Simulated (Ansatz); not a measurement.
CH5AlO2S, SMILES C[O][Al]([OH])[SH].

Geometry: r2SCAN-D4/def2-SVP. The structure was generated by enumeration; whether it is a known compound was not checked. The values are those of a single conformer.

Two levels are set side by side: PBE/def2-SVPD (Ansatz, an electronic-structure program) and PBE0/def2-SVPD (Ansatz). Energy differences of separate SCF runs at the same geometry; the states with an electron removed or added have multiplicity 2 and 2. Differences are taken from unrounded values.

| quantity | PBE0 | PBE | PBE minus PBE0 |
|---|---|---|---|
| vertical ionisation energy (eV) | 9.81 | 9.38 | -0.43 |
| vertical singlet–triplet gap (eV) | 5.60 | 5.06 | -0.54 |
